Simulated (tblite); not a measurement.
Run record: tight-binding relaxation, `C=CC1=C[C@@H](Br)[Si@@H](F)C1`.

Computed with GFN2-xTB geometry optimisation, gas phase (tblite 0.8.0). Start geometry: from a force field or distance geometry. The input is one job of a driver script: a line of settings, then coordinates in Å.

Command:
```bash
OMP_NUM_THREADS=1 python probes_run.py task.json out
```

Input:
```
{"job": {"kind": "relax", "xc": "GFN2-xTB", "basis": "xTB"}, "charge": 0, "multiplicity": 1}
C      2.364400    -1.435700     0.179800
C      1.578100    -0.917700    -0.755500
C      0.410200    -0.087400    -0.343100
C     -0.380000     0.442800    -1.214400
C     -1.523800     1.246800    -0.736200
Br    -3.109200     0.917800    -1.787300
Si    -1.672200     0.547400     1.003600
F     -2.659400    -0.780100     1.097800
C      0.156600     0.134000     1.094200
H      3.195000    -2.034000    -0.147500
H      2.234400    -1.317500     1.236800
H      1.812000    -1.120400    -1.766000
H     -0.244600     0.305600    -2.297900
H     -1.232000     2.325500    -0.726700
H     -1.998300     1.619900     1.960500
H      0.740700     0.973900     1.524900
H      0.321100    -0.808900     1.667100
```

Output:
```
step      E/eV     max force
  0    -747.09402    3.776
  1    -747.28865    2.517
  2    -747.39507    0.669
  3    -747.45496    0.799
  4    -747.51353    0.866
  5    -747.55367    0.524
  6    -747.57599    0.402
  7    -747.59178    0.282
  8    -747.60337    0.259
  9    -747.61175    0.252
... (96 lines left out)
106    -747.70057    0.019
107    -747.70062    0.020
108    -747.70066    0.016
109    -747.70070    0.016
110    -747.70074    0.014
111    -747.70077    0.011
112    -747.70079    0.012
113    -747.70080    0.014
114    -747.70082    0.014
115    -747.70084    0.008
```

«max force» is the largest atomic force in eV/Å.

Problem. From which step on does the largest force stay under 0.1 eV/Å, and how much energy is left to gain from there?

Solution. From step 51 (0.084 eV/Å), 12.7 meV above the end.

Summary of the converged run: energy lowered by 14.0 kcal/mol over 115 steps; largest atomic force 0.008 eV/Å at the end.

Hardware: an Arm Neoverse V1 with one thread, shared host with 32 logical CPUs at a one-minute load of 24. Cost: 1.1 s of wall time.
Labels such as C1 count atoms from 1, the log's own numbers from 0.
